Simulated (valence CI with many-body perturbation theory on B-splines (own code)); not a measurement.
Ladder of approximations for Re⁶²⁺

Computed by relativistic CI+MBPT: three valence electrons over a frozen Dirac-Fock core [Ne], radial functions for each j: 11 s, 11 p, 9 d, 7 f, 5 g, 2 h, 1 i, with the one-electron correlation potential Σ1, the two-electron term Σ2, the three-electron term Σ3, Breit, model QED; selected CI, second order for the rest (own B-spline code, finite nucleus).

The last digits are not significant, and no measured levels were compared; by estimate large intervals hold to a few tenths of a per cent, small ones and those within an open d or f shell to about a per cent.

Each rung adds one term. CI alone is the Dirac-Coulomb CI over the frozen core; QED comes last and gives the full result, which names the levels. Energies are above (3s^2 3p1/2) J=1/2 on the same rung, in eV.

Levels are named by their leading jj configuration (3d3/2^4 stands for four electrons in 3d with j = 3/2), which in mixed levels can hold well under half, so a name can repeat and another be missing. Letters in brackets count levels of one name in rising energy.

```
                     Level  CI alone    + Σ1    + Σ2    + Σ3  + Breit    Full
        (3s 3p1/2^2) J=1/2    171.98  171.70  171.63  171.64   176.07  171.21
        (3s^2 3p3/2) J=3/2    391.60  391.79  391.90  391.90   387.24  387.62
(3s 3p1/2 3p3/2) J=3/2 [a]    532.36  532.27  532.58  532.61   532.25  527.86
    (3s 3p1/2 3p3/2) J=5/2    551.88  551.79  551.94  551.97   550.76  546.40
(3s 3p1/2 3p3/2) J=3/2 [b]    573.06  572.97  572.94  572.95   571.36  567.67
    (3s 3p1/2 3p3/2) J=1/2    583.22  583.13  582.73  582.73   582.45  578.00
        (3s^2 3d3/2) J=3/2    632.46  632.40  631.79  631.75   627.02  625.66
        (3s^2 3d5/2) J=5/2    712.62  712.72  712.37  712.34   704.37  703.96
     (3p1/2^2 3p3/2) J=3/2    741.33  740.97  740.92  740.96   742.30  735.06
(3s 3p1/2 3d3/2) J=3/2 [a]    755.41  755.06  754.94  754.94   755.24  748.47
    (3s 3p1/2 3d3/2) J=5/2    768.47  768.13  768.05  768.05   766.03  760.66
    (3s 3p1/2 3d3/2) J=1/2    795.01  794.66  794.16  794.14   793.04  787.68
(3s 3p1/2 3d3/2) J=3/2 [b]    802.39  802.04  801.48  801.43   800.50  794.74
(3s 3p1/2 3d5/2) J=5/2 [a]    857.31  857.13  856.97  856.94   853.28  848.14
    (3s 3p1/2 3d5/2) J=7/2    872.94  872.76  872.49  872.48   867.84  862.70
(3s 3p1/2 3d5/2) J=5/2 [b]    882.87  882.69  882.39  882.33   878.26  873.10
    (3s 3p1/2 3d5/2) J=3/2    887.21  887.02  886.50  886.46   883.34  877.96
        (3s 3p3/2^2) J=5/2    936.69  936.80  937.03  937.04   931.61  927.63
     (3p1/2^2 3d3/2) J=3/2    960.07  959.44  958.97  958.96   962.02  951.90
```

Problem. How does the ionisation energy move along the ladder, and which term matters most?

Solution. CI alone 6963.1, + Σ1 6964.3, + Σ2 6964.3, + Σ3 6964.2, + Breit 6953.8, + QED 6953.5 eV. The largest step is Breit, -10.4 eV. NIST lists 6952 ± 15 eV (theoretical).
